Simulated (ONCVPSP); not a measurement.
# copper (Cu): one change to an ONCV potential, before and after

ONCVPSP 4.0.1 input, shortened (lines: element, Z, core and valence counts, functional; n l f; lmax; l rc ep ncon nbas qcut; lloc lpopt rc5 dvloc0; l nproj debl; icmod fcfact rcfact), LDA (Perdew-Wang 92), scalar-relativistic:

```
  Cu 29.00    3    4  -001012      upf
    1    0    2.00
    2    0    2.00
    2    1    6.00
    3    0    2.00
    3    1    6.00
    3    2   10.00
    4    0    1.00
    2
    0    1.05    0.00    5    9   13.00
    1    1.15    0.00    4    8   11.90
    2    0.95    0.00    3    8   16.60
    2    5    0.95    0.00
    0    3    2.20
    1    3    1.00
    2    0    3.10
    2    0.65    1.10
```

In the p channel the program set the typed energies aside and used -2.647, 0.250, 1.250 Ha.

Change: p: rc 1.66.

Cutoffs: the cutoffs (Ha) at which the residual kinetic energy of the hardest occupied pseudo-wave falls to 1 and 0.1 mHa per electron; they do not see the model core or the augmentation charge, which bear on the density cutoff. Errors are all-electron minus pseudo energies relative to the spin-unpolarised reference configuration.

Task: How do hardness, ghosts and transferability respond?

Result: The potential gets neither clearly harder nor softer (104 Ha and 118 Ha → 104 Ha and 118 Ha); the d channel sets the loose cutoff, while the largest relative change is in p, which becomes softer; the errors of the 3 common tests hardly move; neither file shows a bound ghost.

| quantity | base | changed |
| --- | --- | --- |
| cutoff, loose | 104 Ha | 104 Ha |
| cutoff, tight | 118 Ha | 118 Ha |
| loose cutoff by channel | s 64 Ha, p 47 Ha, d 104 Ha | s 64 Ha, p 37 Ha, d 104 Ha |
| bound ghosts | none | none |
| GHOST(+) flags under 300 eV | none | none |
| tests with a reliable result | 3 of 4 | 3 of 4 |
| error for 3s2 3p6 3d10 4s0, meV [ΔE 8.43 eV] | +1.2 | +1.1 |
| error for 3s2 3p6 3d9 4s0, meV [ΔE 30.12 eV] | -6.9 | -7.4 |
| error for 3s2 3p6 3d10 4s0 4p1, meV [ΔE 4.26 eV] | +0.7 | +0.8 |
| s: phases at 1.06 bohr within 0.05 rad from the reference energy up to (Ha; the scan ends near 5) | to the end of the scan | to the end of the scan |
| d: phases at 0.96 bohr within 0.05 rad from the reference energy up to (Ha; the scan ends near 5) | 4.2 | 4.2 |
| rms error of d²Exc/dni dnj with the model core, mHa | 1.00 | 0.97 |
